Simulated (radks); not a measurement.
Species: I36+. Configuration: [Ne] 3s2 3p5.

Method: Dirac Kohn-Sham, PBE, spin-unpolarised, spherical densities, point nucleus; open shells are shared between the two j in proportion to 2j + 1; computed with a radial shooting solver on a logarithmic mesh with Libxc functionals.

Energy parts (hartree):
total: -6076.49998
kinetic: 6497.66875
electron-nucleus: -13382.89987
Hartree: 923.14427
exchange-correlation: -114.41314

Orbitals (lengths in bohr, moments of r in powers of bohr; r(max) is where P^2 peaks):
orbital     occ.  eigenvalue (hartree)      <r^4>     <r^2>      <r>   r(max)  small-component weight
1s1/2          2             -1285.323  2.640e-06  0.001004  0.02722  0.01753                3.81e-02
2s1/2          2             -258.9152  0.0004231   0.01575   0.1155  0.09878                8.33e-03
2p1/2          2             -248.0982  0.0002683   0.01162  0.09734  0.07578                8.30e-03
2p3/2          4             -236.9031  0.0003195   0.01283   0.1028  0.08048                7.91e-03
3s1/2          2             -97.70632    0.01258   0.09263   0.2851   0.2691                3.04e-03
3p1/2    1.66667             -93.71315    0.01110   0.08527   0.2716   0.2537                2.98e-03
3p3/2    3.33333             -91.01462    0.01243   0.09051   0.2801   0.2624                2.88e-03

The highest occupied level is 3p3/2 at -2476.6 eV. Summed over all electrons, <r^2> = 0.7372 bohr^2, which gives a Langevin (diamagnetic) susceptibility term of -0.584 x 10^-6 cm^3/mol.
